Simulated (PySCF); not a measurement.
## Dipole response of C³⁺ (carbon, charge +3)

[He] 2s1, 2S determinant. Calculation: PySCF 2.14, in aug-cc-pVQZ (6s5p4d3f2g, 80 functions); no relativity, point nucleus. Coupled (time-dependent) response in atomic units; α is the mean over directions.

| method | mean α (bohr³) | C₆ (like pair) | S(−4) |
| --- | --- | --- | --- |
| UHF | 3.488 | 2.895 | 38.31 |
| PBE | 3.099 | 2.447 | 30.10 |
| PBE0 | 3.191 | 2.551 | 31.92 |
| HSE06 | 3.232 | 2.594 | 32.88 |
| wB97M-V | 2.958 | 2.231 | 28.83 |

S(−4) is the Cauchy moment in α(ω) = α(0) + S(−4) ω² + …

α(iu) at PBE:

```json
{"u (hartree)": "0", "α(iu) (bohr³)": "3.099"}
{"u (hartree)": "0.0500", "α(iu) (bohr³)": "3.026"}
{"u (hartree)": "0.100", "α(iu) (bohr³)": "2.826"}
{"u (hartree)": "0.200", "α(iu) (bohr³)": "2.245"}
{"u (hartree)": "0.300", "α(iu) (bohr³)": "1.688"}
{"u (hartree)": "0.500", "α(iu) (bohr³)": "0.9778"}
{"u (hartree)": "0.750", "α(iu) (bohr³)": "0.5747"}
{"u (hartree)": "1.00", "α(iu) (bohr³)": "0.3871"}
{"u (hartree)": "1.50", "α(iu) (bohr³)": "0.2207"}
{"u (hartree)": "2.00", "α(iu) (bohr³)": "0.1473"}
{"u (hartree)": "3.00", "α(iu) (bohr³)": "0.08234"}
{"u (hartree)": "5.00", "α(iu) (bohr³)": "0.03936"}
```

A single London oscillator, α(iu) = α/(1 + u²/ω²), gives C₆ = (3/4) ω α². Matching the computed C₆ needs ω = 4 × 2.447 / (3 × 3.099²) = 0.340 hartree.

For an ion, C₆ is the dispersion term alone; charge-induced terms of lower order in 1/R come first.
